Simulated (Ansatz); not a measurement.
Correlation energies of CH$_{9}$B$_{2}$NSi, SMILES `BB(N)C[SiH3]` by basis set

```xyz
14

B    -1.267   -1.431    1.034
B    -0.835    0.003    0.286
N    -1.171    1.282    0.742
C     0.048   -0.127   -1.023
Si    1.847    0.229   -0.629
H    -0.518   -2.030    1.757
H    -2.307   -1.984    0.799
H    -0.882    2.125    0.273
H    -1.708    1.459    1.572
H    -0.269    0.593   -1.788
H     0.004   -1.122   -1.479
H     2.009    1.650   -0.215
H     2.327   -0.636    0.482
H     2.721   -0.009   -1.811
```

The species carries charge 0 and has multiplicity 1. All single points use the PBE0-D4/def2-TZVP geometry. It is one conformer, not always the lowest. Frozen core, restricted reference, Ansatz 0.2.0. CBS rows extrapolate triple and quadruple zeta; past MP2 they add the triple-zeta difference.

```
     basis     HF (Eh)  MP2 corr.
  def2-SVP  -435.67878   -0.58131
def2-TZVPP  -435.94477   -0.71663
def2-QZVPP  -435.96090   -0.76445
```

**Question.** Estimate the CCSD correlation energy and the (T) correction in each basis where they were run (hartree).

**Answer.** 
```csv
basis,CCSD corr.,(T)
def2-SVP,-0.65243,-0.01852
def2-TZVPP,-0.77997,-0.02932
CBS(def2),-0.86322,as TZ
```
